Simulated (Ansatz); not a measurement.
Abridged output of a molecular run in Ansatz:

```
Functional definition: HF
1343 factors; integrals over basis functions are off by at most 1.4e-3 eV
mean field evaluation 1: about -13065.9570 eV, gradient 3.7e1 eV
mean field evaluation 2: about -13066.1124 eV, gradient 3.7e1 eV
mean field evaluation 4: about -13069.6464 eV, gradient 4.1e0 eV
mean field evaluation 8: about -13069.7105 eV, gradient 2.6e-1 eV
mean field -13069.71098619 eV, -480.3030197740 hartree, gradient 1.7e-6 eV, S^2 0.000000; 0 other end points of the search recorded, 0 dependent functions left out
9 core orbitals not correlated: weight in the atoms' cores, before any rotation towards them, 1.000 or more for the frozen orbitals, at most 0.000 for the correlated occupied ones
reference -13069.71098619 eV, -480.3030197740 hartree; 22, 22 occupied and 95, 95 virtual orbitals, 1343 factors
second order -23.43701047 eV of doubles, -0.00000000 eV of singles
cycle   1  -24.00039548 eV  change   -5.6e-1 eV  update   1.2e-1
cycle   2  -24.65330864 eV  change   -6.5e-1 eV  update   3.7e-2
cycle   3  -24.81673043 eV  change   -1.6e-1 eV  update   1.9e-2
cycle   4  -24.81326982 eV  change    3.5e-3 eV  update   4.9e-3
cycle   5  -24.81184749 eV  change    1.4e-3 eV  update   2.3e-3
cycle   6  -24.81232089 eV  change   -4.7e-4 eV  update   7.4e-4
cycle   7  -24.81214732 eV  change    1.7e-4 eV  update   3.7e-4
cycle   8  -24.81202357 eV  change    1.2e-4 eV  update   1.6e-4
cycle   9  -24.81205372 eV  change   -3.0e-5 eV  update   7.2e-5
cycle  10  -24.81208097 eV  change   -2.7e-5 eV  update   3.0e-5
perturbative correction -0.74133161 eV, -0.0272434341 hartree
Total energy: -13095.26439877 eV, -481.2420903656 hartree
```

Its atoms:

Cartesian coordinates in Å:
```
C 1.613 0.670 0.724
C 0.505 -0.041 0.917
C -0.746 0.141 0.145
O -0.893 1.393 -0.404
F -1.821 -0.106 1.023
In -0.864 -1.363 -1.480
H 1.657 1.459 -0.019
H 2.513 0.472 1.293
H 0.482 -0.845 1.647
H -0.677 2.051 0.274
H -0.822 -0.813 -3.110
H -0.947 -3.019 -1.010
```

(1) Which basis set was used?
A. def2-TZVPPD
B. def2-QZVPP
C. def2-SVP
D. def2-SVPD

(2) Write the keys of the input that set method, charge and spin (a neutral closed shell needs none for the last two).

Answers

(1) C. It gives 126 functions.

(2) 
```yaml
correlation: {method: ccsd_t}
```
